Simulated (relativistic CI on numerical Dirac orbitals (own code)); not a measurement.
## Pd4+: resonant inelastic scattering at the M2,3 edge

Computed with this model: Dirac-Coulomb-Breit CI, KLI orbitals optimised for each configuration, model QED, valence Slater integrals scaled by 0.9, Kramers-Heisenberg scattering through one core-hole configuration in a parametric crystal field; configurations [Kr] 4d6 → [Ne] 3s2 3p5 3d10 4s2 4p6 4d7; 10 K; core-hole width 2 eV; summed over polarisations. Incident energies are the highest absorption maxima for each field (at most a few, so the weaker spin-orbit partner edge can be absent), on the computed scale of the free ion. Intensities are in per cent of the strongest line above 0.02 eV; levels within 1 cm⁻¹ are merged; final levels count from the ground level, the first row holds all elastic scattering, lines under 0.4 are left out and each table stops after 24 rows. The scale of the Slater integrals is a model choice and moves the terms in proportion.

Field parameters in Wybourne normalisation: D3d B²₀ = −7Dσ, B⁴₀ = −14Dq − 21Dτ, B⁴₃ = −14√(10/7) Dq; D4h B²₀ = −7Ds, B⁴₀ = 21(Dq − Dt), B⁴₄ = 21√(5/14) Dq; Td as Oh with Dq negative (B⁴₀ = 21Dq, B⁴₄ = √(5/14) B⁴₀). The field is a parameter set, without covalency, and values of 10Dq over about 45,000 cm⁻¹ lie beyond real compounds.

S is read from ⟨S²⟩ = S(S + 1).

D4h, 10Dq = 13750, Ds = 2080, Dt = 400 cm⁻¹:

```csv
Final level (eV),Degeneracy,Irrep,S,539.7 eV
0.000,1,B1,1.94,1526.6
0.003,2,E,1.98,43.5
0.007,1,B2,1.97,24.4
0.042,2,E,1.96,47.3
0.071,1,A1,1.95,77.5
0.172,1,A2,1.98,99.3
0.216,2,E,1.98,32.0
0.558,1,A1,1.87,3.9
0.580,1,A2,1.94,6.8
0.639,2,E,1.94,100.0
0.649,1,B2,1.92,32.2
1.012,1,A1,1.11,5.7
1.031,1,B1,1.10,87.1
1.070,2,E,1.82,69.0
1.079,1,B2,1.93,2.5
1.086,1,B1,1.96,17.4
1.093,1,A1,1.81,14.7
1.157,2,E,1.28,21.0
1.165,1,B2,1.21,8.0
1.404,2,A2+B1,1.04,15.3
1.416,2,E,1.04,2.7
1.556,1,A1,0.85,4.6
1.883,2,E,1.02,8.4
1.983,1,A1,0.86,15.6
```

Td, 10Dq = -10650 cm⁻¹:

```
Final level (eV)  Degeneracy  Irrep     S  540.2 eV  568.6 eV
           0.000           1     A1  1.97     485.9      29.8
           0.017           3     T1  1.97      37.1       3.5
           0.030           2      E  1.97     100.0       9.6
           0.064           3     T2  1.98       0.1       2.4
           1.206           3     T2  1.95      22.3      15.5
           1.328           2      E  1.91      13.0       1.0
           1.343           3     T1  1.97       8.6      11.4
           1.394           3     T2  1.19       6.5       0.9
           1.462           2      E  1.10       5.6       1.0
           1.502           3     T1  1.96      34.3       3.0
           1.508           1     A1  1.96      13.7       1.8
           1.510           3     T2  1.84      40.2       1.0
           1.615           3     T1  1.03       9.1       2.2
           1.633           1     A1  1.01      12.8       1.1
           2.356           3     T2  0.83      13.7       9.6
           2.508           3     T1  0.99       9.0       7.1
           2.530           3     T2  1.00       1.6       0.3
           2.537           2      E  0.82       3.0       3.0
           2.577           2      E  0.94       0.3       0.4
           2.685           3     T2  0.99       3.3       2.0
           2.822           3     T1  1.02      10.6      11.5
           2.915           3     T1  1.03       1.6       0.2
           2.934           3     T2  0.89       6.4       1.2
           2.954           1     A1  0.97       1.7       1.1
```

D3d, 10Dq = 55150, Dσ = 1060, Dτ = -390 cm⁻¹:

```csv
Final level (eV),Degeneracy,Irrep,S,542.6 eV,570.8 eV
0.000,1,A1,0.02,449.5,57.6
5.222,2,E,1.00,7.6,6.0
5.238,1,A1,1.00,1.6,0.0
5.248,2,E,1.00,4.8,0.9
5.363,1,A2,1.00,9.2,0.1
5.379,2,E,1.00,14.1,0.1
5.483,1,A1,1.01,28.4,24.5
6.012,2,E,0.87,100.0,2.3
6.063,1,A2,0.87,47.9,0.7
6.129,2,E,1.00,41.7,18.5
6.226,1,A1,1.00,14.5,7.7
6.288,2,E,1.00,32.0,15.6
6.336,1,A2,0.98,3.9,0.0
6.412,1,A2,0.35,35.1,20.7
6.427,2,E,0.34,66.2,39.4
7.956,2,E,0.02,56.4,7.4
```

For the first field the strongest loss at the lowest incident energy is the level at 0.64 eV (S = 1.94, against 1.94 in the thermal ground state). Levels of other spin, the first over 8 % at 1.03 eV, appear because spin-orbit coupling of the core hole, and in heavier ions of the valence shell too, mixes spins.
